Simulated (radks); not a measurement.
Dynamic dipole polarisability and lines of the antimony ion Sb22+, [Ar] 3d10 4s1. All-electron calculation, non-relativistic Kohn-Sham, exchange-only LDA, spin-polarised, spherical densities, point nucleus; open shells are filled with parallel spins first (spin-orbit coupling, left out, can overturn this in heavy ions). Program: a radial shooting solver on a logarithmic mesh with Libxc functionals. Time-dependent linear response with the Hartree and adiabatic exchange-only LDA kernel, continuum included through the Sternheimer equations. Lines are the poles of the dipole polarisability below minus the highest occupied eigenvalue, found on a grid refined at the orbital gaps; the lowest seven at most are given, and weak or close lines can be missed. The first line takes the name of the lowest orbital gap if no other gap lies below it; otherwise a line is named after a gap within 0.6 % of it, if that gap stands alone.

| photon energy (eV) | alpha (bohr^3) |
|---|---|
| 0 | 0.1910 |
| 32.588 | 0.3655 |
| 97.764 | -0.02946 |
| 162.94 | 0.006012 |
| 228.11 | 0.01615 |

Lines (eV, oscillator strength): 45.902 (27.01 nm, 4s-4p), f = 0.489; 302.39 (4.100 nm, 4s-5p), f = 0.224; 427.28 (2.902 nm, 4s-6p), f = 0.0705; 496.23 (2.499 nm, 4s-7p), f = 0.0317; 523.01 (2.371 nm, 3d-4p), f = 0.0704; 530.85 (2.336 nm, unassigned), f = 0.323. Higher lines, where found, are left out when the end of the mesh affects them. Those listed give 92 % of the static polarisability (sum of f/w^2). Orbital energy gaps for comparison: 4s-4p 43.118 eV; 4s-5p 303.59 eV; 4s-6p 427.80 eV; 4s-7p 496.51 eV; 3d-4p 522.86 eV.
